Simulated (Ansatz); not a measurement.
Isolated molecules relaxed with PBE0-D4/def2-TZVP in Ansatz; ΔE leaves out vibrations. CCSD(T)/CBS is the MP2 limit (def2-TZVPP, def2-QZVPP) plus CCSD(T) − MP2 in def2-TZVPP, frozen cores. DFT in def2-TZVPP. Elements past krypton have def2 core potentials. For Se, Te outer-core shells are correlated without core-valence functions, which leaves a few kJ/mol of doubt a bond. Scalar relativity is left out up to krypton. One conformer a species, not always the lowest.

Reaction (cleavage of the Si–Si bond): `O[SiH]([SiH3])[TeH]` + `O=C(O)[SeH]` → `O=C([SeH])O[SiH3]` + `O[SiH2][TeH]`

Task: Is it downhill or uphill in electronic energy at CCSD(T)/CBS, and by how much? (An estimate is asked.)

Result: Ansatz gave: Downhill: ΔE = -0.80 eV.

Task: What do these levels give: ωB97M-V, PBE, SCS-MP2/def2-TZVPP, CCSD(T)/def2-TZVPP, MP2/def2-QZVPP, SCS-MP2/def2-QZVPP? (Best estimate.)

Result: Ansatz gave: ωB97M-V -0.82, PBE -0.54, SCS-MP2/def2-TZVPP -0.93, CCSD(T)/def2-TZVPP -0.82, MP2/def2-QZVPP -0.87, SCS-MP2/def2-QZVPP -0.92 eV.

Largest T1 diagnostic among the species: 0.014.

From PBE to PBE0 (25 % exact exchange), in def2-TZVPP and without D4, ΔE moves by −0.08 eV. In def2-TZVPP, CCSD(T) changes the Hartree–Fock value by +0.24 eV (the triples alone add +0.03 eV) and MP2 by +0.18 eV. The D4 term adds +0.03 eV with B3LYP and +0.02 eV with PBE0; it sums over pairs of atoms, weighted by their polarisabilities, and B3LYP, whose exchange is more repulsive, gets the larger term.

B3LYP here is the variant with VWN-RPA as its local correlation; programs differ in this.
